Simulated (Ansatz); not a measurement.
Stepwise reaction of `C[O][Mo]([F])([F])([F])([Cl])[O]C` with water, as a gas-phase model of exchange steps in deposition or etching. ΔE in kJ/mol.

Calculated with Ansatz (gas phase, PBE0-D4/def2-TZVP geometries, no zero-point term in ΔE). CCSD(T)/CBS is the MP2 limit (def2-TZVPP, def2-QZVPP) plus CCSD(T) − MP2 in def2-TZVPP, frozen cores. This one scheme is used for every species. DFT in def2-TZVPP. B3LYP here is the variant with VWN-RPA as its local correlation; programs differ in this. def2 core potentials past Kr. For Mo outer-core shells are correlated without core-valence functions, which leaves a few kJ/mol of doubt a bond. Each species was taken in one conformer, which may not be the lowest.

| step | reaction | PBE-D4 | B3LYP-D4 | ωB97M-V | CCSD(T)/CBS |
| --- | --- | --- | --- | --- | --- |
| 1 | `C[O][Mo]([F])([F])([F])([Cl])[O]C` + H₂O → `C[O][Mo]([OH])([F])([F])([Cl])[O]C` + H–F | 23.9 | 22.2 | 22.6 | 11.7 |
| 2 | `C[O][Mo]([OH])([F])([F])([Cl])[O]C` + H₂O → `C[O][Mo]([OH])([OH])([F])([Cl])[O]C` + H–F | 24.6 | 23.7 | 20.3 | 12.1 |

(1) By hand: ΔE of the 2 steps together at CCSD(T)/CBS.

## Answers

(1) (11.7) + (12.1) = 23.8 kJ/mol, or 11.9 kJ/mol a step.

In ΔE the steps differ by no more than 0.4 kJ/mol. All are uphill at CCSD(T)/CBS. PBE-D4 differs from CCSD(T)/CBS by 12.2 to 12.5 kJ/mol a step. Only this route is followed, and other bonds may react first. Isolated molecules leave out the surface, adducts and barriers. Largest T1 diagnostic: 0.024.
